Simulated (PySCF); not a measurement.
MN15 on Ar²⁺ (argon, charge +2)

Configuration: [Ne] 3s2 3p4, high-spin 3P determinant. Calculation: PySCF 2.14, in cc-pVTZ-DK; scalar relativity by spin-free X2C-1e.

| Quantity | Value |
| --- | --- |
| Total energy | -527.8892 hartree |
| One-electron energy | -712.1388 hartree |
| Hartree (Coulomb) energy | 214.6187 hartree |
| Exchange-correlation energy | -30.3690 hartree |
| ⟨S²⟩ | 2.0020 |
| ⟨L²⟩ | 2.009 |
| Sum of ⟨r⟩ | 11.74 bohr |
| Sum of ⟨r²⟩ | 15.47 bohr² |
| Traceless quadrupole moment −½Σ⟨3z² − r²⟩ along its main axis | -0.925 e·bohr² |
| Langevin diamagnetic susceptibility | -12.3 ×10⁻⁶ cm³/mol |
| Time after the integrals | 0.38 s of wall time on 1 thread of Neoverse-V1 (shared host) |

```
shell  electrons  mean orbital energy (hartree)  spread (hartree)  rms radius, mean of both spins (bohr)
 1s α          1                     -115.64556                 0                                 0.0994
 1s β          1                     -115.63102                 0                                 0.0994
 2s α          1                      -12.00867                 0                                  0.457
 2s β          1                      -11.99024                 0                                  0.457
 2p α          3                       -9.76845           0.03724                                  0.418
 2p β          3                       -9.75426           0.02778                                  0.418
 3s α          1                       -2.00880                 0                                   1.44
 3s β          1                       -1.88641                 0                                   1.44
 3p α          3                       -1.44238           0.04817                                   1.57
 3p β          1                       -1.36245                 0                                   1.57
```

Densities and radii are taken from the X2C orbitals without a picture-change correction, which distorts them close to the nucleus.
